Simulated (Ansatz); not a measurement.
C₄H₇ (SMILES [CH]1CCC1), doublet, at a GFN2-xTB geometry. Base run: Ansatz (a program for electronic structure) with R2SCAN/pcseg-1.

Input for Ansatz:
Ansatz 0.2 input:
```yaml
crystal:
  periodic: [false, false, false]
  atoms:
    - {symbol: C, position_ang: [0.00788728, 1.06774097, 0.04664582]}
    - {symbol: C, position_ang: [-0.00763800, -1.03399532, -0.04517160]}
    - {symbol: C, position_ang: [-1.08467578, 0.06806734, 0.00750974]}
    - {symbol: C, position_ang: [1.08556611, 0.05246214, -0.00224423]}
    - {symbol: H, position_ang: [0.01578849, 2.13736921, 0.09337410]}
    - {symbol: H, position_ang: [-0.01599358, -1.62576582, -0.95751018]}
    - {symbol: H, position_ang: [-0.00859656, -1.70312770, 0.81208260]}
    - {symbol: H, position_ang: [-1.73307724, 0.04050504, 0.89034144]}
    - {symbol: H, position_ang: [-1.74043106, 0.11741518, -0.86891810]}
    - {symbol: H, position_ang: [1.74141305, 0.01552159, 0.87472563]}
    - {symbol: H, position_ang: [1.73405923, 0.09243173, -0.88453390]}
basis:
  gaussian:
    orbitals: pcseg-1.json
hamiltonian:
  xc: r2scan
magnetization: {spin_polarized: true, initial_magnetization: 1}
```
The basis file holds pcseg-1 in the JSON format of the Basis Set Exchange.

Each row names what was changed in the base input (with any setting that the change needs).

```tsv
change	ΔE vs base (mEh)
base	0.000
forces = on	0.000
final_grid = 14, 28, 59	0.004
lower_state_search = full	0.000
final_grid = 6, 12, 29	0.778
fitting.mean_field = cc-pVTZ-JKFIT	-0.096
nuclear_model = gaussian	0.013
point_charge = charge:-1.0 position_ang:3.7823, 0.6876, 3.4979	-3.236
final_grid = 4, 8, 17	-2.304
lower_state_search = off	0.000
point_charge = charge:1.0 position_ang:3.5658, -0.8011, -3.7297	-2.252
```
